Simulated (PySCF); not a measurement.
Na$_{2}$, charge +1, doublet, geometry from GFN2-xTB (such geometries of metal compounds can be far from the true shape) (a state made from the parent by changing its charge; the spin is typed, not shown lowest). Base run: HF/def2-TZVP in PySCF.

Geometry (Å):
```xyz
2

Na     0.0000     0.0000    -1.6506
Na     0.0000     0.0000     1.6506
```
Charge +1, spin multiplicity 2.
Orbitals are unrestricted.
All else is at PySCF's defaults.

Each row names what was changed in the base input (with any setting that the change needs).

```json
[
 {"change": "base", "E (Eh)": "-323.55531", "HOMO (eV)": "-10.23", "<S^2>": "0.750"},
 {"change": "functional = camb3lyp", "E (Eh)": "-324.37281", "HOMO (eV)": "-9.64", "<S^2>": "0.750"},
 {"change": "functional = blyp; dispersion = d3zero", "E (Eh)": "-324.39641", "HOMO (eV)": "-7.96", "<S^2>": "0.750"},
 {"change": "functional = revpbe", "E (Eh)": "-324.31590", "HOMO (eV)": "-8.00", "<S^2>": "0.750"},
 {"change": "functional = pbe0; dispersion = d3bjm", "E (Eh)": "-324.19869", "HOMO (eV)": "-8.67", "<S^2>": "0.750"},
 {"change": "functional = scan", "E (Eh)": "-324.37793", "HOMO (eV)": "-8.04", "<S^2>": "0.750"},
 {"change": "functional = pw91,pw91", "E (Eh)": "-324.34493", "HOMO (eV)": "-8.07", "<S^2>": "0.750"},
 {"change": "functional = pw6b95", "E (Eh)": "-324.73483", "HOMO (eV)": "-8.61", "<S^2>": "0.750"},
 {"change": "functional = o3lyp", "E (Eh)": "-324.36704", "HOMO (eV)": "-8.20", "<S^2>": "0.750"},
 {"change": "functional = b3lyp", "E (Eh)": "-324.41998", "HOMO (eV)": "-8.57", "<S^2>": "0.750"},
 {"change": "functional = b97-1", "E (Eh)": "-324.35216", "HOMO (eV)": "-8.33", "<S^2>": "0.750"},
 {"change": "functional = blyp; dispersion = d3bj", "E (Eh)": "-324.39767", "HOMO (eV)": "-7.96", "<S^2>": "0.750"},
 {"change": "functional = tpss", "E (Eh)": "-324.42327", "HOMO (eV)": "-7.94", "<S^2>": "0.750"}
]
```

Totals shift with the method and basis; they matter in differences.

Open shells are given as the SCF converged; they aren't shown to be the lowest states, and a large step between rows can be another state.
